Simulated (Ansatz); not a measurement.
Input for Ansatz (a program for electronic structure): R-CCSD(T)/cc-pVTZ on C2H7BO (SMILES CBOC), a point of a torsion scan.

Ansatz 0.2 input:
```yaml
crystal:
  periodic: [false, false, false]
  atoms:
    - {symbol: C, position_ang: [-1.43367488, 0.38742433, 0.12828916]}
    - {symbol: B, position_ang: [-0.48447890, -0.86605914, -0.12281268]}
    - {symbol: O, position_ang: [0.59656171, -1.20992752, 0.56490119]}
    - {symbol: C, position_ang: [1.15888658, -0.55375303, 1.67235397]}
    - {symbol: H, position_ang: [-1.15013284, 1.02486511, 0.96242992]}
    - {symbol: H, position_ang: [-2.45336236, 0.05134087, 0.30658876]}
    - {symbol: H, position_ang: [-1.47084424, 1.01145709, -0.76263495]}
    - {symbol: H, position_ang: [-0.72227254, -1.60639179, -1.00601860]}
    - {symbol: H, position_ang: [1.11755717, -1.22552120, 2.53333803]}
    - {symbol: H, position_ang: [0.64111300, 0.37559517, 1.91731249]}
    - {symbol: H, position_ang: [2.20529917, -0.33400943, 1.44743553]}
basis:
  gaussian:
    orbitals: cc-pVTZ
magnetization: {spin_polarized: false}
correlation: {method: ccsd_t, electrons: outside_noble_gas}
scf: {lower_state_search: off}
```

Output:

```
WARN ansatz: RAYON_NUM_THREADS=1 ignored (pool sized by the plan → 1); use --threads N
Functional definition: HF
these checks for a lower state are left out or cut short: stability, starts, cluster_reference, orbital_swaps, neighbouring_geometries, increment
integrals: 1.05 GiB planned
1235 factors; integrals over basis functions are off by at most 1.1e-3 eV
mean field: 0.56 GiB planned
mean field evaluation 1: about -4880.4273 eV, gradient 3.6e1 eV
mean field evaluation 2: about -4880.4282 eV, gradient 3.6e1 eV
mean field evaluation 4: about -4883.4093 eV, gradient 4.4e0 eV
mean field evaluation 8: about -4883.4595 eV, gradient 2.3e-4 eV
mean field -4883.45948755 eV, -179.4638260398 hartree, gradient 2.2e-6 eV, S^2 0.000000; 0 other end points of the search recorded, 0 dependent functions left out
4 core orbitals not correlated
reference -4883.45948755 eV, -179.4638260398 hartree; 12, 12 occupied and 202, 202 virtual orbitals, 1235 factors
second order -18.90205790 eV of doubles, -0.00000000 eV of singles
coupled cluster: 1.46 GiB planned
cycle   1  -19.41672483 eV  change   -5.1e-1 eV  update   9.0e-2
cycle   2  -19.87157473 eV  change   -4.5e-1 eV  update   2.6e-2
cycle   3  -19.97247399 eV  change   -1.0e-1 eV  update   1.4e-2
cycle   4  -19.96289344 eV  change    9.6e-3 eV  update   3.9e-3
cycle   5  -19.96279365 eV  change    1.0e-4 eV  update   1.9e-3
cycle   6  -19.96311634 eV  change   -3.2e-4 eV  update   5.3e-4
cycle   7  -19.96285433 eV  change    2.6e-4 eV  update   1.7e-4
cycle   8  -19.96285233 eV  change    2.0e-6 eV  update   4.9e-5
cycle   9  -19.96286971 eV  change   -1.7e-5 eV  update   1.4e-5
perturbative correction -0.73066341 eV, -0.0268513850 hartree
Total energy: -4904.15302067 eV, -180.2242993555 hartree
Checks for a lower state left out: stability, starts, cluster_reference, orbital_swaps, neighbouring_geometries, increment
```

The calculation finished and met its thresholds.

Cost: very roughly 10 core-minutes.
